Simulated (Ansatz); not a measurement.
The cluster Cs2H2. Charge 0, multiplicity 5. Geometry PBE0-D4/def2-TZVP; atoms count from 1.

| atom | x (Å) | y (Å) | z (Å) |
| --- | --- | --- | --- |
| Cs1 | 1.651 | -0.569 | 2.982 |
| Cs2 | -1.644 | 0.592 | -2.982 |
| H3 | 1.277 | -0.373 | -0.778 |
| H4 | -1.284 | 0.350 | 0.777 |

In the def2 sets Cs takes a core potential; there is no spin–orbit coupling. In the quintet geometry the species has come apart into loosely held pieces. At PBE0-D4/def2-TZVP a singlet of charge 0 lies 4.47 eV below the quintet, each at its own geometry. The structure comes from a short search, and lower isomers may exist.

Q: Estimate the Mulliken populations from the PBE0/def2-TZVP orbitals of Ansatz.

A: 
```
atom  charge (e)  spin (α − β)
 Cs1       -0.02          1.02
 Cs2       -0.02          1.02
  H3        0.02          0.98
  H4        0.02          0.98
```
Mulliken values depend strongly on the basis.

Q: Where does the spin sit?

A: Summed by element: Cs 2.05, H 1.95, of 4 unpaired in all. Largest on single atoms: Cs1 1.02, Cs2 1.02, H3 0.98.
